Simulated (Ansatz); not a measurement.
Geometry optimisation, Ansatz 0.2.0, RKS PBE/def2-SVP.

input.yaml

```yaml
crystal:
  periodic: [false, false, false]
  atoms:
    - { symbol: B, position_ang: [-0.0396, 1.965, 1.9203] }
    - { symbol: O, position_ang: [-0.8272, 0.7492, 2.0333] }
    - { symbol: Si, position_ang: [-0.7568, -0.0052, 0.4784] }
    - { symbol: S, position_ang: [1.3028, -0.8553, 0.2176] }
    - { symbol: Si, position_ang: [0.7442, -1.6029, -1.7567] }
    - { symbol: H, position_ang: [-0.655, 3.0149, 1.5953] }
    - { symbol: H, position_ang: [1.0902, 2.0538, 2.176] }
    - { symbol: H, position_ang: [-0.9718, 0.9713, -0.5944] }
    - { symbol: H, position_ang: [-1.7246, -1.0618, 0.4701] }
    - { symbol: H, position_ang: [-0.3887, -2.5281, -1.6299] }
    - { symbol: H, position_ang: [1.8965, -2.2964, -2.2789] }
    - { symbol: H, position_ang: [0.407, -0.4598, -2.597] }
basis:
  gaussian: { orbitals: def2-SVP }
hamiltonian:
  xc: pbe
relax:
  f_tol: 0.02
  max_steps: 50
output:
  orbitals: {}
```

Run as:

```bash
$ ansatz run input.yaml --threads 2 --pin off --max-ram 3072MiB --backend cpu --events-out ev --progress --plain --runs-dir out
```

Question: Where does it end, and by what steps?

Answer: It converged. After 34 steps the energy has fallen by 0.970 eV; H8 moved furthest, 1.75 Å.

```tsv
step	energy less start (eV)	largest force component (eV/Å)	accepted
0	0.0000	3.117	yes
2	-0.5248	0.886	yes
4	-0.7343	0.175	yes
6	-0.7863	0.646	no
8	-0.8090	0.147	yes
10	-0.8170	0.149	yes
12	-0.8199	0.208	yes
14	-0.8328	0.211	yes
16	-0.8495	0.194	yes
18	-0.8813	0.268	yes
20	-0.9323	0.123	yes
22	-0.9311	0.574	no
24	-0.9559	0.057	yes
26	-0.9608	0.134	yes
28	-0.9683	0.036	yes
30	-0.9691	0.068	yes
32	-0.9698	0.038	yes
34	-0.9700	0.019	yes
```

```xyz
12
Properties=species:S:1:pos:R:3
B 0.200 1.965 1.292
O -0.899 1.182 1.143
Si -1.247 -0.430 0.752
S 0.488 -1.675 0.470
Si 0.972 -1.165 -1.589
H 0.013 3.132 1.592
H 1.321 1.506 1.123
H -2.076 -0.377 -0.496
H -1.999 -1.001 1.912
H -0.073 -1.694 -2.532
H 2.293 -1.820 -1.866
H 1.086 0.324 -1.767
```

Whether the end is a true minimum wasn't checked by a vibrational analysis.

Run time: 63 s on 2 threads of Intel(R) Xeon(R) Platinum 8488C (Sapphire Rapids) (shared host), peak memory 0.18 GiB.
